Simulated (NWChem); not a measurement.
Molecule: C₂H₂ClF; SMILES FC(=C)Cl

**Question.** Give the equilibrium geometry at PBE0/def2-SVP (NWChem) as a list of bonds and angles, with the point group.

**Answer.** point group Cs; any orientation.
Bond lengths (Å): C1–C2 1.327, C1–H5 1.088, C1–H6 1.091, C2–F3 1.319, C2–Cl4 1.717. Bond angles (°): C2–C1–H5 120.7, C2–C1–H6 119.2, H5–C1–H6 120.2, C1–C2–F3 123.0, C1–C2–Cl4 124.9, F3–C2–Cl4 112.1.
